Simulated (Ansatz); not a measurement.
Harmonic frequencies (cm⁻¹) at PBE0-D4/def2-TZVP from Ansatz: 86, 120, 247, 324, 396, 575, 668, 670, 729, 774, 865, 1964, 1986, 2117, 2125.

Question: Which molecule is it?
A. `SC#C[TeH]`
B. `[F][GeH2][GaH2]`
C. `[O]1[GeH2][GeH2]1`
D. `FC1=N[SiH]1F`

Answer: B.
